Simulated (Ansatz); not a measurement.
One geometry of `[CH3][In-]([CH3])([CH3])[OH2+]`, several functionals.

```yaml
crystal:
  periodic: [false, false, false]
  atoms:
    - {symbol: C, position_ang: [-1.253454, 1.398699, -1.087037]}
    - {symbol: In, position_ang: [0.072683, -0.156801, -0.341595]}
    - {symbol: C, position_ang: [2.140384, 0.361694, 0.093023]}
    - {symbol: C, position_ang: [-0.528053, -2.232359, -0.451083]}
    - {symbol: O, position_ang: [-0.593743, 0.332287, 2.000766]}
    - {symbol: H, position_ang: [-2.289596, 1.210359, -0.793922]}
    - {symbol: H, position_ang: [-0.958954, 2.387169, -0.725876]}
    - {symbol: H, position_ang: [-1.227837, 1.428651, -2.179345]}
    - {symbol: H, position_ang: [2.239724, 1.408367, 0.391144]}
    - {symbol: H, position_ang: [2.763621, 0.213508, -0.792608]}
    - {symbol: H, position_ang: [2.549600, -0.271034, 0.884934]}
    - {symbol: H, position_ang: [-1.585604, -2.342622, -0.203586]}
    - {symbol: H, position_ang: [0.057617, -2.847259, 0.234644]}
    - {symbol: H, position_ang: [-0.378344, -2.618700, -1.462492]}
    - {symbol: H, position_ang: [0.181267, 0.636234, 2.483112]}
    - {symbol: H, position_ang: [-1.212414, 1.069107, 1.994421]}
basis:
  gaussian: {orbitals: def2-TZVPP}
hamiltonian: {xc: {name: CAM-B3LYP}, dispersion: d4}
output: {orbitals: {seedname: orbitals}}
```

```sh
$ ansatz run in.yaml --threads 4 --pin off --events-out ev --progress --plain --max-ram 11315MiB
```

It prints (some lines left out):

```
Functional definition: CAM-B3LYP
1805 factors; their error is unknown
495 factors; integrals over basis functions are off by at most 9.6e-6 eV
mean field evaluation 1: about -10494.7367 eV, gradient 8.8e1 eV
mean field evaluation 2: about -10494.2148 eV, gradient 8.9e1 eV
mean field evaluation 4: about -10510.5649 eV, gradient 3.3e0 eV
mean field evaluation 8: about -10510.5914 eV, gradient 1.4e-1 eV
mean field evaluation 16: about -10510.6113 eV, gradient 1.1e-4 eV
mean field -10510.61127748 eV, -386.2578400994 hartree, gradient 3.8e-5 eV, S^2 0.000000; 0 other end points of the search recorded, 0 dependent functions left out
reference -10510.61144941 eV, -386.2578464175 hartree; 29, 29 occupied and 299, 299 virtual orbitals, 1805 factors
Total energy: -10510.86194064 eV, -386.2670518005 hartree
```

It took 5.5 s on 4 threads of an Arm Neoverse V2 on a shared host, with 1.2 GiB of host memory at the peak.

Changing it to `hamiltonian: {xc: {name: r2SCANh}, dispersion: d4}` (abridged; 6.5 s):

```
Functional definition: r2SCANh
mean field evaluation 16: about -10512.0531 eV, gradient 6.8e-5 eV
mean field -10512.05310296 eV, -386.3108262083 hartree, gradient 1.2e-5 eV, S^2 0.000000
Total energy: -10512.13461451 eV, -386.3138217025 hartree
```

The same input with `hamiltonian: {xc: lda}` (abridged; 1.6 s):

```
Functional definition: SPW92
mean field evaluation 16: about -10458.3876 eV, gradient 5.1e-4 eV
mean field -10458.38763497 eV, -384.3386566354 hartree, gradient 6.8e-5 eV, S^2 0.000000
Total energy: -10458.38768979 eV, -384.3386586498 hartree
```

With the line `hamiltonian: {xc: hse06, dispersion: d4}` (abridged; 4.6 s):

```
Functional definition: HSE06
mean field evaluation 16: about -10507.1081 eV, gradient 2.6e-5 eV
mean field -10507.10805991 eV, -386.1290992279 hartree, gradient 2.6e-5 eV, S^2 0.000000
Total energy: -10507.33753012 eV, -386.1375321028 hartree
```

Changing it to `hamiltonian: {xc: {name: B3LYP}, dispersion: d4}` and forces (abridged; 7.5 s):

```
Functional definition: B3LYP
mean field evaluation 16: about -10516.1008 eV, gradient 5.8e-5 eV
mean field -10516.10081916 eV, -386.4595770351 hartree, gradient 1.4e-5 eV, S^2 0.000000
Total energy: -10516.54949303 eV, -386.4760654958 hartree
Atom 0 force    -0.165618     0.192489    -0.106063 eV/Å
Atom 1 force     0.016038    -0.005934    -0.051842 eV/Å
Atom 2 force     0.265013     0.061822     0.043084 eV/Å
Atom 3 force    -0.081754    -0.273099    -0.008524 eV/Å
Atom 4 force    -0.021666    -0.025769     0.041146 eV/Å
Atom 5 force     0.051797     0.014226    -0.011763 eV/Å
Atom 6 force    -0.019458    -0.049884    -0.015149 eV/Å
Atom 7 force    -0.003864     0.002222     0.052532 eV/Å
Atom 8 force    -0.004182    -0.054980    -0.010000 eV/Å
Atom 9 force    -0.026831     0.008332     0.045010 eV/Å
Atom 10 force    -0.019401     0.036024    -0.036182 eV/Å
Atom 11 force     0.055509     0.001414    -0.012917 eV/Å
Atom 12 force    -0.033465     0.028113    -0.036568 eV/Å
Atom 13 force    -0.007652     0.017902     0.053044 eV/Å
Atom 14 force     0.020971     0.016447     0.035322 eV/Å
Atom 15 force    -0.025438     0.030678     0.018870 eV/Å
Dipole moment:    -0.061466     0.357054     0.494804 e Å
```

The same input with `hamiltonian: {xc: {name: PBE-QIDH}}` (abridged; 8.5 s):

```
Functional definition: PBE-QIDH
mean field evaluation 16: about -10490.1072 eV, gradient 8.8e-5 eV
mean field -10490.10721563 eV, -385.5043297243 hartree, gradient 4.5e-6 eV, S^2 0.000000
8 core orbitals not correlated: weight in the atoms' cores, before any rotation towards them, 1.000 or more for the frozen orbitals, at most 0.000 for the correlated occupied ones
second order -33.81209248 eV of doubles, -0.00000000 eV of singles
Total energy: -10501.37792916 eV, -385.9185208070 hartree
```

HSE06 is the plane-wave form, built on full-range PBE exchange.

B3LYP takes the VWN-RPA correlation (the form of Gaussian; ORCA's B3LYP/G).
